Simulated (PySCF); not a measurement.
# Assigning NMR signals

Molfile (atoms numbered from 1):
```
C6H13N3Si
     RDKit          3D

 23 23  0  0  0  0  0  0  0  0999 V2000
    2.2791    1.8781   -0.7364 C   0  0  0  0  0  0  0  0  0  0  0  0
    1.4120    0.7396   -0.3454 C   0  0  0  0  0  0  0  0  0  0  0  0
    0.0989    0.8206   -0.2265 N   0  0  0  0  0  0  0  0  0  0  0  0
   -0.3068   -0.3885    0.1337 N   0  0  0  0  0  0  0  0  0  0  0  0
   -2.0068   -0.7827    0.4194 Si  0  0  0  0  0  4  0  0  0  0  0  0
   -2.9340   -0.4404   -1.2009 C   0  0  0  0  0  0  0  0  0  0  0  0
   -2.6074    0.3448    1.8233 C   0  0  0  0  0  0  0  0  0  0  0  0
    0.6848   -1.2579    0.2566 N   0  0  0  0  0  0  0  0  0  0  0  0
    1.7866   -0.5910   -0.0362 C   0  0  0  0  0  0  0  0  0  0  0  0
    3.1423   -1.1935   -0.0225 C   0  0  0  0  0  0  0  0  0  0  0  0
    3.0064    2.0856    0.0485 H   0  0  0  0  0  0  0  0  0  0  0  0
    1.6689    2.7612   -0.9028 H   0  0  0  0  0  0  0  0  0  0  0  0
    2.8248    1.6407   -1.6494 H   0  0  0  0  0  0  0  0  0  0  0  0
   -1.9519   -2.1991    0.7812 H   0  0  0  0  0  0  0  0  0  0  0  0
   -2.5592   -1.0636   -2.0080 H   0  0  0  0  0  0  0  0  0  0  0  0
   -2.8120    0.5962   -1.5037 H   0  0  0  0  0  0  0  0  0  0  0  0
   -3.9968   -0.6356   -1.0985 H   0  0  0  0  0  0  0  0  0  0  0  0
   -3.6576    0.1799    2.0426 H   0  0  0  0  0  0  0  0  0  0  0  0
   -2.4812    1.3914    1.5585 H   0  0  0  0  0  0  0  0  0  0  0  0
   -2.0465    0.1681    2.7367 H   0  0  0  0  0  0  0  0  0  0  0  0
    3.0709   -2.2401    0.2594 H   0  0  0  0  0  0  0  0  0  0  0  0
    3.5996   -1.1162   -1.0086 H   0  0  0  0  0  0  0  0  0  0  0  0
    3.7811   -0.6707    0.6892 H   0  0  0  0  0  0  0  0  0  0  0  0
  1  2  1  0
  2  3  2  0
  3  4  1  0
  4  5  1  0
  5  6  1  0
  5  7  1  0
  4  8  1  0
  8  9  2  0
  9 10  1  0
  9  2  1  0
  1 11  1  0
  1 12  1  0
  1 13  1  0
  5 14  1  0
  6 15  1  0
  6 16  1  0
  6 17  1  0
  7 18  1  0
  7 19  1  0
  7 20  1  0
 10 21  1  0
 10 22  1  0
 10 23  1  0
M  END
```

Single conformer, non-relativistic Hamiltonian, no solvent model, rapidly exchanging positions averaged. Geometry: GFN2-xTB; shieldings: GIAO PBE0/pcSseg-1; PySCF.

Shifts are taken against calculated references (same method and geometry level): $^{13}$C (σref 186.93), $^{1}$H (σref 31.72) against TMS.

Q: Assign these signals to the numbered atoms. $^{13}$C{$^{1}$H} NMR (computed): δ 149.3, 12.8, -0.8.

A: 
149.3 → C2/C9, substituted aromatic carbon next to a ring nitrogen
12.8 → C1/C10, methyl carbon on an aromatic ring: aliphatic region, no heteroatom directly attached
-0.8 → C6/C7, methyl carbon bonded to Si: an electropositive neighbour leaves it electron-rich and shielded

Q: Assign these signals to the numbered atoms. $^{1}$H NMR (300 MHz, computed): δ 5.54 (sept, 1H), 2.44 (s, 6H), 0.40 (d, 6H).

A: 
```tsv
δ (ppm)	atoms	environment	reason
5.54	H14	hydrogen on a silicon bonded to 2 C, N	–
2.44	H11/H12/H13/H21/H22/H23	hydrogen on a methyl carbon on an aromatic ring	benzylic-type position, deshielded by the ring
0.40	H15/H16/H17/H18/H19/H20	hydrogen on a methyl carbon bonded to Si	an electropositive neighbour shields it, as in TMS itself
```

Shifts are as computed. Against solution values, carbons near 30 ppm lie about +3 ppm off and those near 130 ppm about +5 ppm. Of 1211 compounds with measured shifts, 218 miss one by over three times the rms of a fit or turn the order of signals round; such compounds aren't used in these exercises. Multiplicities follow the n + 1 count of equivalent neighbours, as no J values were calculated; m marks all less simple cases, F and P coupling included.
